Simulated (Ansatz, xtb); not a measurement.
**C7H5Br: which of two isomers lies lower**

Structure X is `C#CC1=C(Br)C=CC1`, a singlet and structure Y is `C#CC1=CCC=C1Br`, a singlet. Both are isolated molecules in the gas phase, relaxed with B3LYP/def2-SVP.

Q: Which of the two would you expect CCSD(T)/def2-SVP + ΔMP2/def2-TZVPP electronic energies to favour?

A: Structure X; the calculation gives E(Y) − E(X) = +7.87 kJ/mol.

How the difference moves with the method:

```tsv
level	geometry	E(Y) − E(X) (kJ/mol)	departure from the last row (kJ/mol)	job, with rough time for the two
GFN2-xTB	GFN2-xTB	+8.62	+0.75	optimisation, 0.16 s
HF/STO-3G	GFN2-xTB	+4.29	−3.58	single point, 0.76 s
r2SCAN-D4/def2-SVP	GFN2-xTB	+12.99	+5.12	single point, 7.2 s
B3LYP/def2-SVP	B3LYP/def2-SVP	+10.56	+2.70	optimisation, 71 s
HF/def2-SVP	B3LYP/def2-SVP	+5.97	−1.89	part of the CCSD(T) run
MP2/def2-SVP	B3LYP/def2-SVP	+10.06	+2.20	part of the CCSD(T) run
CCSD(T)/def2-SVP	B3LYP/def2-SVP	+7.08	−0.78	single point
CCSD(T)/def2-SVP + ΔMP2/def2-TZVPP	B3LYP/def2-SVP	+7.87		single point, 3.6 min
```

As drawn, both hold the same kinds of bond in the same numbers.

None of the levels shown reverses the order. The largest departure from CCSD(T)/def2-SVP + ΔMP2/def2-TZVPP is that of r2SCAN-D4/def2-SVP, 5.12 kJ/mol. The last row adds to CCSD(T) the change of the MP2 difference between the two basis sets, here +0.78 kJ/mol.

With thermal terms from frequencies at re-optimised GFN2-xTB minima (ideal gas, soft modes damped towards free rotors, one conformer each, 298.15 K, 1 atm): the zero-point term adds −0.27 kJ/mol; ΔH is +7.56 and ΔG +7.70 kJ/mol.

The correlated steps freeze 16 core orbitals; the filled d shell of Br is correlated, in a basis made for valence electrons. Codes used: Ansatz 0.2.0, xtb 6.7.1; the last row on 2 threads of Arm Neoverse V2 on a shared host.
